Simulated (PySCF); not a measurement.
sulfur hexafluoride cation (F₆S), SMILES FS(F)(F)(F)(F)F (connectivity only; charge and spin as stated), charge +1, multiplicity 2. Atoms are numbered in the order given.

```xyz
7

F      0.0000    -1.5910     0.0000
S      0.0000     0.0000     0.0000
F      1.5910     0.0000     0.0000
F      0.0000     0.0000     1.5910
F     -1.5910     0.0000     0.0000
F      0.0000     0.0000    -1.5910
F      0.0000     1.5910     0.0000
```
Charge +1, spin multiplicity 2.

Geometry: TPSSh-D3(BJ)/def2-SVP. The multiplicity is an assumed one; no other spin state was optimised.

Calculation: PBE0/pcH-1 (PySCF).

Unrestricted Kohn–Sham, ⟨S²⟩ = 0.753. Hyperfine tensors hold the contact and dipolar terms, without spin-orbit corrections.

Computed hyperfine couplings:
| nucleus | A(iso) (MHz) | A(iso) (G) | dipolar principal values (MHz) |
|---|---|---|---|
| 19F no. 1 | 45.0 | 16.1 | -341.4, -335.3, 676.7 |
| 33S no. 2 | -18.1 | -6.5 | -0.1, -0.1, 0.3 |
| 19F no. 3 | 45.1 | 16.1 | -341.5, -335.4, 676.9 |
| 19F no. 4 | 45.1 | 16.1 | -341.5, -335.4, 676.9 |
| 19F no. 5 | 45.1 | 16.1 | -341.5, -335.4, 676.9 |
| 19F no. 6 | 45.1 | 16.1 | -341.5, -335.4, 676.9 |
| 19F no. 7 | 45.0 | 16.1 | -341.4, -335.3, 676.7 |
